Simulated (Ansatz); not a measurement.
Start from `[GeH3][SiH]1CS1` and change one atom or group to get `C[SiH]1CS1`.

Ansatz, PBE0-D4/def2-TZVP geometries, multiplicity 1. 

Scalar relativity is left out up to krypton.

| property | `[GeH3][SiH]1CS1` |
| --- | --- |
| HOMO energy (PBE/def2-TZVPP) / eV | -5.70 |
| HOMO energy (ωB97M-V/def2-TZVPP) / eV | -9.00 |
| size of the dipole moment (PBE/def2-TZVPP) / D | 1.61 |
| LUMO energy (PBE/def2-TZVPP) / eV | -1.50 |
| HOMO–LUMO gap (PBE0/def2-TZVPP) / eV | 6.16 |
| size of the dipole moment (B3LYP/def2-TZVPP) / D | 1.74 |

Question: Give the same properties after the change, and the shifts. (An estimate is asked.)

Answer: The calculation gave: 
| property | `C[SiH]1CS1` | shift |
| --- | --- | --- |
| HOMO energy (PBE/def2-TZVPP) / eV | -5.57 | 0.13 |
| HOMO energy (ωB97M-V/def2-TZVPP) / eV | -8.94 | 0.06 |
| size of the dipole moment (PBE/def2-TZVPP) / D | 2.25 | 0.64 |
| LUMO energy (PBE/def2-TZVPP) / eV | -0.64 | 0.86 |
| HOMO–LUMO gap (PBE0/def2-TZVPP) / eV | 6.98 | 0.82 |
| size of the dipole moment (B3LYP/def2-TZVPP) / D | 2.36 | 0.62 |

With PBE0 the HOMO rises by 0.10 eV and the LUMO rises by 0.92 eV, so the gap widens by about 0.82 eV. PBE moves the HOMO by 0.13 eV and ωB97M-V by 0.06 eV. Dipoles are sizes alone; their direction can turn.

B3LYP here is the variant with VWN-RPA as its local correlation; programs differ in this.
